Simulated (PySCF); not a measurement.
Start geometry of `N#CCS[SiH3]` from GFN2-xTB (Å):
```
atom  x, y, z in Å
N1    -1.5184    1.7305   -1.1238
C2    -1.4829    0.7527   -0.5766
C3    -1.3649   -0.4962    0.1005
S4     0.2143   -1.3691   -0.4378
Si5    1.7034    0.0265    0.1399
H6    -1.3043   -0.3358    1.1865
H7    -2.1660   -1.1565   -0.1415
H8     2.9338   -0.7158   -0.1097
H9     1.4793    0.3105    1.5864
H10    1.5561    1.2323   -0.6451
```

Task: What comes out of this run: PySCF, PBE0-D3(BJ)/def2-SVP geometry optimisation, gas phase?

Result: 
```
atom  x, y, z in Å
N1    -1.561    1.727   -1.410
C2    -1.470    0.742   -0.809
C3    -1.328   -0.487   -0.045
S4     0.221   -1.400   -0.401
Si5    1.679   -0.004    0.352
H6    -1.409   -0.265    1.030
H7    -2.148   -1.174   -0.306
H8     2.968   -0.744    0.250
H9     1.370    0.330    1.775
H10    1.715    1.248   -0.454
```

The energy falls by 0.227 eV over 7 energy and gradient evaluations, the largest force component goes from 0.0896 to 3.3e-04 Eh/bohr, and the atoms move by 0.089 Å rms after alignment. The bond that changes most is C3–S4 (ends: sp3 carbon bound to sulfur; sulfur bonded to C and Si), which shortens by 0.050 Å. Bonds longer at the end by more than 0.005 Å: 6 of 9; shorter: 1. Among the angles that change most is C2–C3–S4, from 109.9° to 113.7°. Rotational constants go from 4814, 2188, 1658 to 4856, 2037, 1577 MHz. The orientation of the end geometry is arbitrary; only internal coordinates are fixed.

The run used 103 basis functions and 50 SCF cycles in all.

No PBE0-D3(BJ)/def2-SVP frequencies stand behind this structure, so it isn't proved a minimum. One conformer, not necessarily the lowest.
